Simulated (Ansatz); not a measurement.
The cluster P7⁺, 7 atoms. Hardware: 4 threads of Arm Neoverse V2 on a shared host.

Correlated methods freeze 35 core orbitals.

**Question.** How many basis functions does each of these Ansatz runs have, and roughly what does it cost? B2PLYP/def2-TZVP, charge 1 singlet, energy, from earlier orbitals; CCSD(T)/def2-SVP, charge 1 singlet, energy, from earlier orbitals; PBE-D4/def2-TZVP, charge 1 singlet, energy and forces, from earlier orbitals; MP2/def2-TZVP, charge 1 singlet, energy, from earlier orbitals; PBE-D4/def2-SVP, charge 1 singlet, energy, from earlier orbitals; ωB97X-V/def2-TZVP, charge 1 singlet, energy, from earlier orbitals; PBE0-D4/def2-SVP, charge 1 singlet, energy, from earlier orbitals; PBE-QIDH/def2-TZVP, charge 1 singlet, energy, from earlier orbitals; r2SCAN-D4/def2-TZVP, charge 1 singlet, energy, from earlier orbitals; PBE-D4/def2-SVP, charge 1 singlet, relaxation, 17 steps; PBE0-D4/def2-TZVP, charge 1 singlet, energy, from earlier orbitals.

**Answer.** Other jobs shared the machine, so times can vary by a factor of up to 3. A dash marks memory too small to be measured apart from the calling script's.

```
                                                                         run  functions  fitting or Cholesky vectors  wall time  peak host memory (GiB)
            PBE-D4/def2-SVP, charge 1 singlet, energy, from earlier orbitals        126                         1449      1.2 s                       –
           PBE0-D4/def2-SVP, charge 1 singlet, energy, from earlier orbitals        126                         1110      1.9 s                       –
PBE-D4/def2-TZVP, charge 1 singlet, energy and forces, from earlier orbitals        259                         1890      3.7 s                       –
              MP2/def2-TZVP, charge 1 singlet, energy, from earlier orbitals        259                         1528      5.5 s                    0.79
           CCSD(T)/def2-SVP, charge 1 singlet, energy, from earlier orbitals        126                         1110      6.5 s                       –
        r2SCAN-D4/def2-TZVP, charge 1 singlet, energy, from earlier orbitals        259                         1890      7.5 s                    0.55
          PBE0-D4/def2-TZVP, charge 1 singlet, energy, from earlier orbitals        259                         1974        8 s                     1.2
         PBE-QIDH/def2-TZVP, charge 1 singlet, energy, from earlier orbitals        259                         1528      9.5 s                    0.81
           B2PLYP/def2-TZVP, charge 1 singlet, energy, from earlier orbitals        259                         1528      9.5 s                    0.81
          ωB97X-V/def2-TZVP, charge 1 singlet, energy, from earlier orbitals        259                         1890       13 s                     1.4
                     PBE-D4/def2-SVP, charge 1 singlet, relaxation, 17 steps        126                         1449       17 s                       –
```
